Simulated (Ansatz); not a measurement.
Species: sum formula AlNO₂H₄, net charge 0, singlet state. 
Structure (B3LYP-D3(BJ)/def2-TZVP (Ansatz, an electronic-structure program) minimum search):
SMILES: [NH2][Al]([OH])[OH]
```xyz
8

N     -1.7044    -0.3305     0.1265
Al     0.0216     0.0045    -0.0016
O      1.0682    -1.3204    -0.1589
O      0.6797     1.5706     0.0246
H     -2.0946    -1.2592     0.1110
H     -2.4330     0.3568     0.2238
H      2.0179    -1.2242    -0.2340
H      0.1765     2.3799     0.1092
```
Charge 0, spin multiplicity 1.

Basis-set convergence of Hartree-Fock and MP2 correlation energies (hartree) with Ansatz. Correlated levels leave the core frozen unless marked. Spin-orbit coupling is left out. Non-relativistic.

```tsv
basis	functions	E(HF)	E(corr, MP2)
aug-cc-pV(D+d)Z	137	-448.62676	-0.65654
aug-cc-pV(T+d)Z	285	-448.69269	-0.79792
aug-cc-pV(Q+d)Z	513	-448.70907	-0.84947
```

Extrapolating the two largest sets (X = 3 and 4) as X^-3: E(corr) = (64·(-0.84947) - 27·(-0.79792))/37 = -0.8871 Eh, an estimate of the basis-set limit. The largest set recovers 95.8 % of it, the smallest 74.0 %.
